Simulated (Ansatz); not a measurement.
Geometry optimisation, DFT PBE, scalar-relativistic, plane waves, PAW in Ansatz 0.2.0.

Input file:

```yaml
crystal:
  lattice:
    - [5.9, 0.0, 0.0]
    - [-4.425, 7.664325, 0.0]
    - [0.0, 0.0, 4.6846]
  atoms:
    - { symbol: Ti, position: [0.0, 0.0, 0.0] }
    - { symbol: Ti, position: [0.1666667, 0.2222222, 0.5] }
    - { symbol: Ti, position: [0.0, 0.3333333, 0.0] }
    - { symbol: Ti, position: [0.1666667, 0.5555556, 0.5] }
    - { symbol: Ti, position: [0.0, 0.6666667, 0.0] }
    - { symbol: Ti, position: [0.1666667, 0.8888889, 0.5] }
    - { symbol: Ti, position: [0.5, 0.0, 0.0] }
    - { symbol: Ti, position: [0.6666667, 0.2222222, 0.5] }
    - { symbol: Ti, position: [0.5, 0.3333333, 0.0] }
    - { symbol: Ti, position: [0.6666667, 0.5555556, 0.5] }
    - { symbol: Ti, position: [0.5, 0.6666667, 0.0] }
    - { symbol: Ti, position: [0.6666667, 0.8888889, 0.5] }
    - { symbol: H, position: [0.3324537, 0.7768389, 0.7404604] }
basis:
  ecutwfc: 420.0
kpoints:
  mp_grid: { grid: [4, 3, 5] }
hamiltonian:
  xc: pbe
scf:
  occupations: { method: fermi_dirac, width: 0.15 }
  lower_state_search: "off"
relax:
  f_tol: 0.03
  max_steps: 60
  adjacent_minimum: "off"
output:
  write_density: true
  write_potential: true
  elf: true
  volumetric_format: npy
```

Run as:

```bash
$ ansatz run input.yaml --threads 4 --pin off --max-ram 10240MiB --backend cpu --events-out ev --progress --plain --runs-dir out
```

Where does it end, and by what steps?

It converged. The force dipped under the threshold on the way, but the program's further checks kept it going. Limits of this set-up: coarse k mesh, odd electron count without spin, a small cell, in which the defect meets its images. After 3 steps the energy has fallen by 0.041 eV; Ti5 moved furthest, 0.04 Å.

| step | energy less start (eV) | largest force component (eV/Å) | accepted |
| --- | --- | --- | --- |
| 0 | 0.0000 | 0.324 | yes |
| 1 | -0.0115 | 0.351 | yes |
| 2 | -0.0407 | 0.019 | yes |
| 3 | -0.0407 | 0.019 | yes |

```xyz
13
Lattice="5.9000 0.0000 0.0000 -4.4250 7.6643 0.0000 0.0000 0.0000 4.6846" Properties=species:S:1:pos:R:3
Ti 0.000 0.012 -0.008
Ti -0.002 1.699 2.324
Ti -1.479 2.543 0.001
Ti -1.474 4.229 2.342
Ti -2.983 5.089 0.006
Ti -2.978 6.831 2.332
Ti 2.949 0.032 -0.004
Ti 2.953 1.714 2.335
Ti 1.478 2.558 0.011
Ti 1.475 4.244 2.343
Ti 0.032 5.089 0.005
Ti 0.028 6.831 2.331
H -1.475 5.959 3.506
```

The run took 32 s on 4 threads of INTEL(R) XEON(R) PLATINUM 8581C CPU @ 2.10GHz (Emerald Rapids), with other jobs on the host, peak memory 1.2 GiB.
